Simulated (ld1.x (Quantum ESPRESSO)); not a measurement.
Configuration tests for Pb (TM)

Pb, norm-conserving Troullier–Martins (Kleinman–Bylander form), made with ld1.x (Quantum ESPRESSO) 7.5 (PBE, scalar-relativistic). Core [Xe] 4f14 5d10, reference 6s2 6p0 (charge +2). Waves: 6p (bound, empty): rc 2.05 bohr; 6s (bound): rc 1.60 bohr. Local part: the s channel. Core correction: a·sin(br)/r model core inside 0.80 bohr.

Energies are relative to the spin-unpolarised reference configuration 6s2 6p0; without spin polarisation the order of configurations can differ from experiment.

| valence configuration | charge | ΔE all-electron (eV) | error AE − PS (meV) |
| --- | --- | --- | --- |
| 6s2 6p2 | 0 | -20.020 | -81 |
| 6s2 6p1 | +1 | -13.445 | -31 |
| 6s2 6p2.3 | -0.3 | -20.819 | -90 |
| 6s0 6p4 | 0 | -2.185 | -71 |
| 6s1 6p2 | +1 | -3.917 | -16 |

Problem. What are ΔE and the potential's error for 6s2 6p1.5?

Solution. ΔE = -17.528 eV all-electron; the error (AE − PS) is -59 meV.

Problem. What are ΔE and the potential's error for 6s1 6p0?

Solution. ΔE = 32.410 eV all-electron; the error (AE − PS) is -207 meV.

Levels in the configuration 6s2 6p1:

```tsv
level	all-electron (eV)	pseudo (eV)
6s	-19.227	-19.111
6p	-9.856	-9.797
```
